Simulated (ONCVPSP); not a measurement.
## In (Z = 49): one change to an ONCV potential, before and after

- Element: In
- Generator: ONCVPSP 4.0.1
- Type: optimised norm-conserving Vanderbilt (ONCV)
- Functional: PBEsol
- Relativity: scalar-relativistic
- Frozen core: [Kr] 4d10
- Valence charge: 3
- Reference configuration: 5s2 5p1
- Partial waves: 5s: rc 2.20 bohr, ncon 4, nbas 8, qcut 3.1 1/bohr, 2 projectors, debl 0.4 Ha; 5p: rc 2.70 bohr, ncon 4, nbas 8, qcut 2.7 1/bohr, 1 projector; d scattering state at 0.32 Ha: rc 2.50 bohr, ncon 4, nbas 7, qcut 3.4 1/bohr, 2 projectors, debl 2.8 Ha
- Local potential: polynomial inside 2.20 bohr (lpopt 5, dvloc0 1 Ha)
- Core correction: Teter function, fcfact 2.75, rcfact 1.75

Change: functional PBE.

Cutoffs: the cutoffs (Ha) at which the residual kinetic energy of the hardest occupied pseudo-wave falls to 1 and 0.1 mHa per electron; they do not see the model core or the augmentation charge, which bear on the density cutoff. Errors are all-electron minus pseudo energies relative to the spin-unpolarised reference configuration.

Task: What does the change do?

Result: The potential gets neither clearly harder nor softer (5.7 Ha and 29 Ha → 5.7 Ha and 29 Ha); both files keep a bound ghost (d); of the 4 tests that both files solve, the error grows in 0 and shrinks in 3 by more than 15 % and 0.3 meV (median size 110.3 → 93.9 meV).

```tsv
quantity	base	changed
cutoff, loose	5.7 Ha	5.7 Ha
cutoff, tight	29 Ha	29 Ha
loose cutoff by channel	s 5.7 Ha, p 2.8 Ha	s 5.7 Ha, p 2.8 Ha
bound ghosts	d	d
GHOST(+) flags under 300 eV	s at 79.2 eV	s at 79.3 eV
error for 5s2 5p0, meV [ΔE 5.36 eV]	-120	-94
error for 5s1 5p0, meV [ΔE 24.64 → 24.60 eV]	-563	-468
error for 5s2 5p0.5, meV [ΔE 1.94 eV]	-25	-21
error for 5s1 5p1, meV [ΔE 12.02 → 11.96 eV]	-101	-94
s: phases at 2.23 bohr within 0.05 rad from the reference energy up to (Ha; the scan ends near 5)	2.4	2.4
p: phases at 2.75 bohr within 0.05 rad from the reference energy up to (Ha; the scan ends near 5)	0.9	0.9
d: phases at 2.54 bohr within 0.05 rad from the reference energy up to (Ha; the scan ends near 5)	0.6	0.6
rms error of d²Exc/dni dnj with the model core, mHa	4.13	3.96
```

Base: The cutoffs count occupied waves only; projector 2 of the d channel, the hardest unoccupied one, needs 44 Ha at the loose tolerance. Changed file: The cutoffs count occupied waves only; projector 2 of the d channel, the hardest unoccupied one, needs 43 Ha at the loose tolerance. A true bound ghost makes a file unfit for plane-wave use even where its test errors are small: the radial tests pick states by their node count and pass the ghost by.
